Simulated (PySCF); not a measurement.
# Two-component Hartree-Fock for Ba⁺ (barium, charge +1)

Start: [Xe] 5d1; 5d5/2 filled at m_j = +5/2. Calculated with PySCF 2.14 in x2c-TZVPall-2c: generalised Hartree-Fock with the X2C-1e Hamiltonian and a Gaussian nucleus; one run each with spin-orbit coupling (SO) switched off, then screened by Boettger's factors. This is a chosen level, not necessarily the ground level.

```tsv
spinor shell	electrons	ε, spin-free (eV)	ε, screened SO (eV)	weight of nominal j (screened SO)	rms radius, screened SO (bohr)
1s1/2	2	-37628.2	-37623.8	1.000	0.0292
2s1/2	2	-6057.1	-6055.8	1.000	0.119
2p1/2	2	-5424.9	-5691.5	1.000	0.102
2p3/2	4	-5424.9	-5306.5	1.000	0.108
3s1/2	2	-1326.8	-1326.4	1.000	0.311
3p1/2	2	-1119.4	-1172.3	1.000	0.303
3p3/2	4	-1119.4	-1095.8	1.000	0.315
3d3/2	4	-818.41	-827.83	1.000	0.287
3d5/2	6	-818.41	-811.78	1.000	0.290
4s1/2	2	-282.45	-282.37	1.000	0.715
4p1/2	2	-212.78	-223.87	1.000	0.744
4p3/2	4	-212.78	-207.82	1.000	0.770
4d3/2	4	-108.37	-109.99	1.000	0.856
4d5/2	6	-108.37	-107.25	1.000	0.866
5s1/2	2	-46.963	-46.982	1.000	1.77
5p1/2	2	-28.109	-29.537	0.987	2.00
5p3/2	4	-28.109	-27.525	0.994	2.09
5d5/2	1	-8.767	-8.731	1.000	3.64
```

| quantity | spin-free | screened SO |
| --- | --- | --- |
| E (hartree) | -8130.01007 | -8133.07674 |
| M_J | 5/2 | 5/2 |
| ⟨J²⟩ | 8.758 | 8.758 |
| ⟨L²⟩ | 6.006 | 6.043 |
| ⟨S²⟩ | 0.752 | 0.790 |

Each row is a mean over spinors that exchange with the open shell spreads, by up to 1.661 eV (5p3/2).

Breit and QED terms are absent; they matter most for the inner s and p1/2 levels.

Densities and radii are taken from the X2C orbitals without a picture-change correction, which distorts them close to the nucleus.

Without spin-orbit coupling the j labels of p, d and f shells carry no meaning; the spin-free column gives the mean over the occupied spinors of each nl shell.
